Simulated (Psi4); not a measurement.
Pair of molecules, SMILES O with SMILES CF (the first has 3 atoms); geometry from B3LYP-D3(BJ)/def2-TZVP, rigid monomers moved along the line of their centres of mass till H3···F5 is 3.60 Å.
(charge 0, multiplicity 1):
```xyz
8

O     -0.12140    -0.06330     0.58278
H      0.00781     0.63656    -0.06439
H     -0.47988     0.37229     1.36722
C      0.50619    -0.19111     5.40386
F     -0.42949     0.74796     4.94514
H     -0.02546    -0.94407     5.98441
H      0.98849    -0.64007     4.53712
H      1.23209     0.33074     6.02642
```

Method: SAPT0/jun-cc-pV(D+d)Z (Psi4).

### Question
Give the four SAPT terms and the total, and say what mostly holds the pair together.

### Answer
electrostatics -1.06, exchange 0.01, induction -0.03, dispersion -0.07, total -1.15 kcal/mol; the largest attraction is electrostatics.
